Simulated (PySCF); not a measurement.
# Tl: excitation energy

Tl [Xe] 4f14 5d10 6s2 6p1 (2P) → Tl [Xe] 4f14 5d10 6s1 6p1 7s1 (4P), as a difference of total energies. All numbers are calculated (PySCF 2.14, scalar relativity by spin-free X2C-1e, in x2c-TZVPPall with one added diffuse shell each of s, p, d, f type (12s8p7d4f, 99 functions)). The calculations carry no spin-orbit coupling.

```tsv
method	excitation energy (eV)
UHF	8.089
r2SCANh	9.677
wB97X	9.947
HSE06	9.577
```

The upper state lies above the first ionisation limit, but in LS coupling its spin forbids autoionisation to the ground ion; at this Z spin-orbit coupling breaks that rule. A Rydberg-like electron needs more diffuse functions than a valence basis has.

The promoted electron is Rydberg-like, and one or two diffuse shells describe it only roughly, which tends to raise the upper state.
